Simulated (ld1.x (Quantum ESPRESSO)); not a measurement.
# Dy, TM: configuration errors across variants

ld1.x (Quantum ESPRESSO) 7.5 input, shortened:

```
&input
   title='Dy', zed=66., rel=1, dft='PZ', iswitch=3,
   config='[Xe] 4f10 5d0 6s2 6p0'
 /
 &inputp
   pseudotype=2, tm=.true., lloc=-1, rcloc=3.10,
   nlcc=.false.
 /
4
5S  1  0   2.00   0.00  2.25  2.25  0.0
5P  2  1   6.00   0.00  2.25  2.25  0.0
5D  3  2   0.00   0.00  3.45  3.45  0.0
4F  4  3  10.00   0.00  1.25  1.25  0.0
 &test
   configts(1)='4f10 5s2 5p6 5d0 6s2 6p0'
 /
```

Occupied shells without a wave of their own: 6s. They enter only through the test configuration that unscreens the potential.

All-electron excitation energies from the reference (eV): (1) 4f10 5s2 5p6 5d0 6s1 6p0 6.452; (2) 4f10 5s2 5p6 5d0 6s0 6p0 18.328; (3) 4f9 5s2 5p6 5d0 6s0 6p0 44.314; (4) 4f9 5s2 5p6 5d1 6s2 6p0 4.408; (5) 4f11 5s2 5p6 5d0 6s0 6p0 8.167; (6) 4f9 5s2 5p6 5d0 6s2 6p0 10.462; (7) 4f8 5s2 5p6 5d0 6s0 6p0 89.359; (8) 4f10 5s2 5p6 5d0 6s1 6p0 spin 3.473.

Spin tests fill each open shell by Hund’s rule, majority spin first.

For the base: The 6s level has no wave, so the channel is fitted at the deeper level alone: the likely source of the large errors.

Tests that are not counted but printed errors over 1 eV. “base”: 4f10 5s2 5p6 5d0 6s2 6p0 (spin-polarised) (solver errors, printed error -3887 eV). “wave 5p (bound): rc 2.25 bohr becomes 5p (bound): rc 1.58 bohr”: 4f8 5s2 5p6 5d0 6s0 6p0 (solver errors, printed error -1.3 eV); 4f10 5s2 5p6 5d0 6s2 6p0 (spin-polarised) (solver errors, printed error -3861 eV). “wave 5p (bound): rc 2.25 bohr becomes 5p (bound): rc 2.24 bohr”: 4f10 5s2 5p6 5d0 6s2 6p0 (spin-polarised) (solver errors, printed error -3887 eV). “wave 5p (bound): rc 2.25 bohr becomes 5p (bound): rc 2.70 bohr”: 4f10 5s2 5p6 5d0 6s2 6p0 (spin-polarised) (solver errors, printed error -3896 eV); 4f10 5s2 5p6 5d0 6s1 6p0 (spin-polarised) (solver errors, printed error +3.4 eV). “wave 5p (bound): rc 2.25 bohr becomes 5p (bound): rc 2.96 bohr”: 4f10 5s2 5p6 5d0 6s2 6p0 (spin-polarised) (solver errors, printed error -3893 eV).

1 further variants failed, have other tests or too few solved ones, and are left out.

Errors AE − PS in meV (a dash: test not solved or not reliable):

| change | (1) | (2) | (3) | (4) | (5) | (6) | (7) | (8) | bound ghosts |
| --- | --- | --- | --- | --- | --- | --- | --- | --- | --- |
| base | +88 | +203 | -122 | -247 | +21 | -38 | -864 | +3409 | none |
| wave 5p (bound): rc 2.25 bohr becomes 5p (bound): rc 1.58 bohr | +88 | – | -212 | – | -5.0 | -101 | – | +3472 | none |
| wave 5p (bound): rc 2.25 bohr becomes 5p (bound): rc 2.24 bohr | +88 | +203 | -122 | -247 | +21 | -38 | -864 | +3409 | none |
| wave 5p (bound): rc 2.25 bohr becomes 5p (bound): rc 2.70 bohr | +88 | – | -97 | – | +28 | -21 | -755 | – | none |
| wave 5p (bound): rc 2.25 bohr becomes 5p (bound): rc 2.96 bohr | +88 | +203 | -103 | -236 | +27 | -25 | -781 | +3397 | none |

(1) Give the same row for: wave 5p (bound): rc 2.25 bohr becomes 5p (bound): rc 3.26 bohr.

Answers

(1) +88, +203, -125, -247, +20, -39, -866, +3410; bound ghosts: none. Not counted: 4f10 5s2 5p6 5d0 6s2 6p0 (spin-polarised) (solver errors, printed error -3942 eV).
